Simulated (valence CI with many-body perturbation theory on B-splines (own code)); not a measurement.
**Ba41+: magnetic and hyperfine properties of the levels**

Computed by relativistic CI+MBPT: five valence electrons over a frozen Dirac-Fock core [Ne], a basis of 11 s, 11 p, 10 d, 8 f, 5 g, 2 h functions for each j, with the one-electron correlation potential Σ1 (screened to all orders), the two-electron term Σ2, the three-electron term Σ3, Breit, model QED; selected single and double excitations, second order for the rest, scaled by the run's own slope (own B-spline code, finite nucleus).

The last digits are not significant, and no measured levels were compared; by estimate large intervals hold to a few tenths of a per cent, small ones and those within an open d or f shell to about a per cent. Among the levels kept, up to 3200 cm⁻¹ of a level comes from second order outside the variational space, and about a tenth of that is noise between levels of different J, which matters for small intervals.

A/g_I is the dipole constant over the nuclear g factor μ/I (μ in nuclear magnetons, uniformly magnetised nucleus), B/Q the quadrupole constant per barn. Both hold the static response of the core; the bare values leave it out. Large factors of s and p1/2 electrons are usually good to 5 to 10 %; those of open d and f shells near neutrality can be off by tens of per cent, and small factors of p3/2, d and f electrons come from cancelling terms and can be off by a factor of two or in sign, in half-filled shells by more. B is blank for J = 1/2, where it vanishes, and for nearly pure S terms. Energies count from the lowest level.

Levels are named by their leading jj configuration (3d3/2^4 stands for four electrons in 3d with j = 3/2), which in mixed levels can hold well under half, so a name can repeat and another be missing. Letters in brackets count levels of one name in rising energy.

| Level | E (eV) | g | A/g_I (MHz) | A/g_I bare | B/Q (MHz/b) | B/Q bare |
| --- | --- | --- | --- | --- | --- | --- |
| (3s^2 3p1/2^2 3p3/2) J=3/2 | 0.00 | 1.389 | 75000 | 75000 | 135000 | 133000 |
| (3s^2 3p1/2 3p3/2^2) J=3/2 | 85.48 | 1.440 | -7060 | -5030 | 25800 | 25400 |
| (3s^2 3p1/2 3p3/2^2) J=5/2 | 94.04 | 1.193 | 169000 | 166000 | -414 | -403 |
| (3s^2 3p1/2 3p3/2^2) J=1/2 | 104.61 | 0.656 | 524000 | 512000 |  |  |
| (3s^2 3p1/2^2 3d3/2) J=3/2 | 159.38 | 0.784 | 36700 | 37800 | 14000 | 15200 |
| (3s^2 3p1/2^2 3d5/2) J=5/2 | 183.70 | 1.316 | 126000 | 125000 | -1780 | -534 |
| (3s^2 3p3/2^3) J=3/2 | 191.31 | 1.287 | 82600 | 82200 | -161000 | -158000 |
| (3s 3p1/2^2 3p3/2^2) J=5/2 | 203.53 | 1.364 | 253000 | 248000 | 76200 | 75300 |
| (3s 3p1/2^2 3p3/2^2) J=1/2 | 219.83 | 2.183 | 1390000 | 1360000 |  |  |
| (3s 3p1/2^2 3p3/2^2) J=3/2 | 220.59 | 1.154 | -154000 | -147000 | -33500 | -32800 |
| (3s^2 3p1/2 3p3/2 3d3/2) J=5/2 [a] | 244.26 | 0.959 | 129000 | 128000 | -23100 | -22000 |
| (3s^2 3p1/2 3p3/2 3d3/2) J=3/2 [a] | 245.39 | 0.928 | 120000 | 119000 | -92600 | -91000 |
| (3s^2 3p1/2 3p3/2 3d3/2) J=1/2 [a] | 245.93 | 0.219 | 188000 | 185000 |  |  |
| (3s^2 3p1/2 3p3/2 3d3/2) J=7/2 | 252.51 | 1.064 | 123000 | 122000 | 122000 | 121000 |
| (3s^2 3p1/2 3p3/2 3d5/2) J=7/2 [a] | 266.16 | 1.306 | -12900 | -10700 | 161000 | 160000 |
| (3s^2 3p1/2 3p3/2 3d5/2) J=3/2 [a] | 266.75 | 1.445 | 50700 | 51600 | -65900 | -64500 |
| (3s^2 3p1/2 3p3/2 3d5/2) J=5/2 [a] | 271.05 | 1.170 | 104000 | 103000 | -42500 | -41100 |
| (3s^2 3p1/2 3p3/2 3d3/2) J=5/2 [b] | 274.18 | 1.255 | 102000 | 102000 | 33100 | 32600 |
| (3s^2 3p1/2 3p3/2 3d5/2) J=9/2 | 275.15 | 1.202 | 91900 | 91300 | 131000 | 130000 |
| (3s^2 3p1/2 3p3/2 3d3/2) J=3/2 [b] | 278.00 | 1.243 | 2460 | 4740 | 5600 | 5000 |
| (3s^2 3p1/2 3p3/2 3d3/2) J=1/2 [b] | 278.15 | 1.637 | 354000 | 346000 |  |  |
| (3s^2 3p1/2 3p3/2 3d5/2) J=7/2 [b] | 291.68 | 1.091 | 105000 | 104000 | 37600 | 38300 |
| (3s^2 3p1/2 3p3/2 3d5/2) J=5/2 [b] | 293.82 | 1.184 | 12300 | 13500 | 39600 | 40100 |
| (3s^2 3p1/2 3p3/2 3d5/2) J=3/2 [b] | 294.87 | 1.073 | 118000 | 116000 | -15900 | -15200 |
| (3s^2 3p1/2 3p3/2 3d5/2) J=1/2 | 296.95 | 1.390 | -199000 | -191000 |  |  |
| (3s^2 3p1/2 3p3/2 3d5/2) J=3/2 [c] | 303.85 | 1.191 | 170000 | 167000 | -90700 | -89200 |
| (3s 3p1/2 3p3/2^3) J=5/2 | 311.24 | 1.265 | 346000 | 339000 | -158000 | -156000 |
| (3s 3p1/2 3p3/2^3) J=3/2 | 325.67 | 1.164 | 161000 | 159000 | 14400 | 14200 |
| (3s 3p1/2 3p3/2^3) J=1/2 | 326.28 | 1.266 | -244000 | -236000 |  |  |
| (3s 3p1/2^2 3p3/2 3d3/2) J=5/2 [a] | 353.64 | 1.321 | 267000 | 262000 | 36800 | 35900 |
| (3s 3p1/2^2 3p3/2 3d3/2) J=3/2 [a] | 355.11 | 1.370 | 208000 | 206000 | -4730 | -5410 |
| (3s 3p1/2^2 3p3/2 3d3/2) J=1/2 [a] | 355.83 | 2.641 | 842000 | 825000 |  |  |
| (3s 3p1/2^2 3p3/2 3d3/2) J=7/2 | 358.60 | 1.345 | 257000 | 253000 | 106000 | 105000 |
| (3s^2 3p3/2^2 3d5/2) J=7/2 | 361.19 | 1.255 | 51100 | 51900 | 34200 | 33900 |
| (3s^2 3p3/2^2 3d3/2) J=5/2 | 361.34 | 1.192 | 109000 | 108000 | -28600 | -28400 |
| (3s^2 3p3/2^2 3d3/2) J=1/2 | 362.22 | 1.271 | -18900 | -18300 |  |  |
| (3s^2 3p3/2^2 3d3/2) J=3/2 [a] | 362.46 | 1.177 | 37600 | 38700 | -48200 | -48100 |
| (3s^2 3p3/2^2 3d5/2) J=9/2 | 365.16 | 1.229 | 46900 | 47400 | 88200 | 88300 |
| (3s^2 3p3/2^2 3d3/2) J=7/2 | 365.25 | 1.092 | 57300 | 57400 | 14800 | 16600 |
| (3s^2 3p3/2^2 3d5/2) J=1/2 | 366.77 | 1.635 | 170000 | 169000 |  |  |

Q: Take the isotope of mass number 137, with I = 3/2, μ = 0.9375 μN and Q = 0.236 b. What is the hyperfine structure of (3s^2 3p1/2^2 3p3/2) J=3/2?

A: From the table A = 46900 MHz, B = 32000 MHz. Shifts from the centre of gravity in MHz: F = 0: -136000, F = 1: -121000, F = 2: -59200, F = 3: 114000.
